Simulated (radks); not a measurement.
The germanium anion Ge- inside a hard spherical wall (all orbitals vanish at R), configuration held at [Ar] 3d10 4s2 4p3 and not refilled when levels cross. Calculated with a radial shooting solver on a logarithmic mesh with Libxc functionals: non-relativistic Kohn-Sham, LDA (Slater exchange, VWN5 correlation), spin-polarised, spherical densities, point nucleus; open shells are filled with parallel spins first. Eigenvalues in eV for spin up, with the zero of energy where the potential of the charges vanishes at infinity; a dash marks a level that is unbound or too diffuse for the functional's potential to be trusted. A positive occupied level is held by the wall or, in an anion where self-interaction has pushed it up, behind a barrier. The pressure on the wall is -dE/dV.

R (bohr)  E (hartree)  kinetic (hartree)    e(3p)    e(3d)   e(4s)   e(4p)  e(5s, empty)  e(5p, empty)  pressure (GPa)
15        -2073.88556           2071.859  -107.41  -23.717  -5.863   1.084         2.530         3.254         0.00221
12        -2073.88406           2071.866  -107.22  -23.529  -5.699   1.230         3.196         4.428          0.0164
10        -2073.88016           2071.883  -106.90  -23.203  -5.428   1.479         4.122         5.965          0.0802
5         -2073.65234           2072.743  -101.17  -17.553  -1.164   6.409        20.224        26.809            21.3
4         -2073.21924           2074.184  -95.922  -12.427   3.281  12.007        38.020        47.109             111
3.5       -2072.68010           2075.855  -91.462   -8.098   7.784  17.629        55.587        66.425             286
3         -2071.56196           2079.182  -84.664   -1.504  15.960  27.599        85.977        99.004             841
2         -2061.95787           2106.686  -51.713   31.723  73.764  93.206        266.61        283.76           13700
1.5       -2037.56222           2173.565   -1.079   86.633  200.80  225.94        586.10        596.85           95900
